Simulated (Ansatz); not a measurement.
Geometry optimisation, RHF/def2-SVP (Ansatz 0.2.0).

input.yaml

```yaml
crystal:
  periodic: [false, false, false]
  atoms:
    - { symbol: "N", position_ang: [0.1014, -2.4125, 0.9989] }
    - { symbol: Al, position_ang: [0.1687, -0.598, 0.285] }
    - { symbol: Si, position_ang: [1.301, 1.0774, 1.4624] }
    - { symbol: F, position_ang: [1.334, 2.5359, 0.6142] }
    - { symbol: Si, position_ang: [-0.8596, -0.0713, -1.782] }
    - { symbol: S, position_ang: [-2.2995, 1.5118, -1.4432] }
    - { symbol: H, position_ang: [-0.9373, -2.5876, 1.0736] }
    - { symbol: H, position_ang: [0.4851, -2.9883, 0.2532] }
    - { symbol: H, position_ang: [0.7177, 1.2721, 2.8395] }
    - { symbol: H, position_ang: [2.7405, 0.6743, 1.6645] }
    - { symbol: H, position_ang: [-1.5464, -1.256, -2.2773] }
    - { symbol: H, position_ang: [0.1765, 0.4064, -2.7015] }
    - { symbol: H, position_ang: [-1.3616, 2.401, -0.9723] }
basis:
  gaussian: { orbitals: def2-SVP }
hamiltonian:
  xc: hf
relax:
  f_tol: 0.02
  max_steps: 50
```

Launched with:

```bash
$ ansatz run input.yaml --threads 2 --pin off --max-ram 3072MiB --backend cpu --events-out ev --progress --plain --runs-dir out
```

Problem. Where does it end, and by what steps?

Solution. The forces met the threshold. After 22 steps the energy has fallen by 1.223 eV; H7 moved furthest, 1.44 Å.

```
step  energy less start (eV)  largest force component (eV/Å)  accepted
   0                  0.0000                           2.740       yes
   1                 -0.5744                           1.233       yes
   2                 -0.6673                           1.022       yes
   3                 -0.7567                           1.250       yes
   4                 -0.8355                           1.361       yes
   5                 -0.9366                           1.208       yes
   6                 -1.0730                           0.653       yes
   7                 -1.1581                           0.663       yes
   8                 -1.1754                           0.706       yes
   9                 -1.1547                           1.410        no
  10                 -1.2063                           0.444       yes
  11                 -1.2135                           0.321       yes
  12                 -1.2140                           0.235       yes
  13                 -1.2127                           0.436        no
  14                 -1.2205                           0.053       yes
  15                 -1.2215                           0.038       yes
  16                 -1.2221                           0.036       yes
  17                 -1.2225                           0.036       yes
  18                 -1.2228                           0.046       yes
  19                 -1.2230                           0.058       yes
  20                 -1.2231                           0.060       yes
  21                 -1.2230                           0.040        no
  22                 -1.2232                           0.012       yes
```

```xyz
13
Properties=species:S:1:pos:R:3
N 0.025 -2.393 0.814
Al 0.127 -0.734 0.208
Si 1.191 1.046 1.581
F 0.871 2.447 0.800
Si -0.820 -0.043 -1.975
S -2.012 1.743 -1.597
H 0.344 -2.710 1.711
H -0.386 -3.163 0.320
H 0.667 1.194 2.960
H 2.668 0.947 1.682
H -1.789 -1.009 -2.550
H 0.209 0.221 -3.014
H -1.073 2.419 -0.925
```

Whether the end is a true minimum wasn't checked by a vibrational analysis.

The run took 67 s on 2 threads of Arm Neoverse V1 (shared host), peak memory 0.33 GiB.
